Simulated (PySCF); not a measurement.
## Scandium: a sound run and one with changed settings

Sound run: Sc [Ar] 3d1 4s2, Sc⁺ [Ar] 3d1 4s1. All numbers are calculated (PySCF 2.14, the non-relativistic Hamiltonian (point nucleus), in aug-cc-pVDZ (7s6p4d2f, 59 functions)). In the sound run the correlated levels freeze [Ar]. The sound run starts from symmetry-adapted Hartree-Fock orbitals and uses a fine grid where one is needed.

Changed run: basis STO-3G. This setting is unsound on purpose.

| species | method | sound run (hartree) | changed run (hartree) | converged |
| --- | --- | --- | --- | --- |
| Sc | UHF | -759.73804 | -751.99361 | yes |
| Sc | MP2 | -759.76465 | -752.02170 | yes |
| Sc⁺ | UHF | -759.54076 | -751.82319 | yes |
| Sc⁺ | MP2 | -759.54323 | -751.82319 | yes |

Ionisation energy of Sc:

```
 method  sound run (eV)  changed run (eV)
    UHF           5.368             4.637
   BP86           6.659             6.489
 r2SCAN             n/a             5.901
    MP2           6.025             5.402
SCS-MP2           6.157             5.555
```

A minimal basis cannot let orbitals breathe on ionisation and holds almost no correlation.

For comparison, NIST gives 6.561 eV between the lowest levels.
